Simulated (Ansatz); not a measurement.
Consider the redistribution: `CO[SiH2]CS` + `F[CH2][AlH][F]` → `F[SiH2]CS` + `CO[CH2][AlH][F]`.

Gas-phase electronic energies from Ansatz, PBE0-D4/def2-TZVP geometries. CCSD(T)/CBS is the MP2 limit (def2-TZVPP, def2-QZVPP) plus CCSD(T) − MP2 in def2-TZVPP, frozen cores. Functionals use def2-TZVPP. B3LYP here is the variant with VWN-RPA as its local correlation; programs differ in this. Each species was taken in one conformer, which may not be the lowest.

`CO[SiH2]CS`:

```xyz
13

C     0.657   -0.939   -1.869
O     0.043   -0.101   -0.919
Si   -0.173   -0.528    0.654
C    -0.864    0.980    1.506
S     0.219    2.417    1.289
H     1.670   -1.221   -1.560
H     0.722   -0.398   -2.814
H     0.075   -1.853   -2.033
H     1.123   -0.931    1.266
H    -1.125   -1.674    0.748
H    -1.881    1.205    1.177
H    -0.901    0.790    2.582
H     0.434    2.254   -0.027
```

`F[CH2][AlH][F]`:

Z-matrix (Å, degrees):
```
C
Al 1 1.974
F 1 1.392 2 112.9
H 1 1.099 2 111.0 3 121.4
H 1 1.099 2 111.1 3 -121.4
F 2 1.646 1 119.6 3 0.1
H 2 1.578 1 122.4 3 -180.0
```

`F[SiH2]CS`:

```xyz
9

F    -1.152    1.167    1.074
Si    0.110    0.178    1.048
C     0.533   -0.167   -0.734
S    -0.900   -0.833   -1.625
H     1.223    0.870    1.747
H    -0.268   -1.072    1.746
H     1.294   -0.952   -0.768
H     0.944    0.706   -1.246
H    -1.784    0.102   -1.242
```

`CO[CH2][AlH][F]`:

Z-matrix (Å, degrees):
```
C
O 1 1.395
H 1 1.105 2 111.8
H 1 1.100 2 111.7 3 -120.9
H 1 1.090 2 108.0 3 119.1
C 2 1.420 1 111.7 3 58.2
Al 6 1.977 2 111.2 1 -74.2
H 6 1.097 2 106.5 1 167.7
H 6 1.101 2 110.9 1 53.4
F 7 1.654 6 118.0 2 175.3
H 7 1.579 6 124.7 2 -8.5
```

| level | ΔE (kJ/mol) |
| --- | --- |
| B3LYP-D4 | -54.3 |
| CCSD(T)/def2-TZVPP | -59.8 |
| MP2/def2-QZVPP | -63.0 |
| MP2/CBS(def2) | -62.9 |

(1) What does CCSD(T)/CBS give? (Best estimate.)

Largest T1 diagnostic among the species: 0.012.

## Answers

(1) The calculation gave: -59.9 kJ/mol. The listed levels differ from it by 5.6, 0.1, -3.1, -3.0 kJ/mol.

In def2-TZVPP, CCSD(T) changes the Hartree–Fock value by −9.4 kJ/mol (the triples alone add −1.3 kJ/mol) and MP2 by −12.4 kJ/mol.
